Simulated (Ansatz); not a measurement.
Consider the redistribution: `C[O][AlH][SH]` + `CC(C)[O][Sn][Cl]` → `C[O][AlH][Cl]` + `CC(C)[O][Sn][SH]`.

Computed with Ansatz on PBE0-D4/def2-TZVP structures; ΔE is electronic, products minus reactants. CBS: MP2 limit from def2 TZ/QZ plus the TZ coupled-cluster correction, frozen cores. DFT in def2-TZVPP. B3LYP here is the variant with VWN-RPA as its local correlation; programs differ in this. Elements past krypton have def2 core potentials. For Sn outer-core shells are correlated without core-valence functions, which leaves a few kJ/mol of doubt a bond. Each species was taken in one conformer, which may not be the lowest.

`C[O][AlH][SH]`:

Z-matrix (Å, degrees):
```
C
O 1 1.394
H 1 1.098 2 112.7
H 1 1.095 2 110.2 3 120.5
H 1 1.095 2 110.1 3 -120.5
Al 2 1.679 1 138.3 3 -1.4
S 6 2.185 2 120.8 1 -0.1
H 6 1.569 2 118.9 1 179.9
H 7 1.345 6 93.5 2 -0.1
```

`CC(C)[O][Sn][Cl]`:

Cartesian coordinates in Å:
```
C 1.070 -0.843 0.301
C 0.401 0.167 -0.613
C -0.105 1.383 0.142
O -0.639 -0.435 -1.360
Sn -2.355 -1.315 -1.047
Cl -2.543 -1.243 1.345
H 1.938 -0.398 0.793
H 0.375 -1.183 1.073
H 1.409 -1.707 -0.274
H 1.138 0.503 -1.355
H 0.723 1.902 0.630
H -0.588 2.081 -0.545
H -0.824 1.088 0.909
```

`C[O][AlH][Cl]`:

Z-matrix (Å, degrees):
```
C
O 1 1.400
H 1 1.094 2 109.9
H 1 1.096 2 112.3 3 120.6
H 1 1.094 2 109.8 3 -118.7
Al 2 1.672 1 136.5 3 -120.3
Cl 6 2.097 2 118.9 1 -0.0
H 6 1.563 2 119.8 1 180.0
```

`CC(C)[O][Sn][SH]`:

Z-matrix (Å, degrees):
```
C
C 1 1.517
H 1 1.093 2 111.1
H 1 1.093 2 110.6 3 120.0
H 1 1.092 2 110.2 3 -120.3
C 2 1.517 1 112.5 3 -59.8
O 2 1.413 1 111.3 3 65.8
H 2 1.099 1 108.0 3 -178.9
H 6 1.093 2 110.7 1 -60.1
H 6 1.093 2 111.1 1 59.9
H 6 1.092 2 110.2 1 -179.9
Sn 7 1.963 2 137.6 1 -63.1
S 12 2.458 7 101.0 2 -0.1
H 13 1.344 12 91.9 7 -180.0
```

| level | ΔE (kJ/mol) | difference from CCSD(T)/CBS |
| --- | --- | --- |
| PBE-D4 | -11.4 | 2.5 |
| r2SCAN-D4 | -13.3 | 0.6 |
| PBE0-D4 | -12.4 | 1.5 |
| B3LYP-D4 | -12.6 | 1.3 |
| ωB97X-V | -10.2 | 3.7 |
| ωB97M-V | -11.9 | 2.0 |
| B2PLYP | -12.8 | 1.1 |
| PBE | -10.3 | 3.6 |
| r2SCAN | -13.1 | 0.8 |
| PBE0 | -11.5 | 2.4 |
| B3LYP | -10.8 | 3.1 |
| HF/def2-TZVPP | -11.2 | 2.7 |
| MP2/def2-TZVPP | -16.2 | -2.3 |
| SCS-MP2/def2-TZVPP | -14.6 | -0.7 |
| CCSD/def2-TZVPP | -14.3 | -0.4 |
| CCSD(T)/def2-TZVPP | -15.1 | -1.2 |
| HF/def2-QZVPP | -11.0 | 2.9 |
| MP2/def2-QZVPP | -15.5 | -1.6 |
| SCS-MP2/def2-QZVPP | -14.0 | -0.1 |
| HF/CBS(def2) | -11.0 | 2.9 |
| MP2/CBS(def2) | -15.0 | -1.1 |
| CCSD/CBS(def2) | -13.1 | 0.8 |
| CCSD(T)/CBS | -13.9 | 0 |

Largest T1 diagnostic among the species: 0.016.

In def2-TZVPP, CCSD(T) changes the Hartree–Fock value by −3.9 kJ/mol (the triples alone add −0.8 kJ/mol) and MP2 by −5.0 kJ/mol.
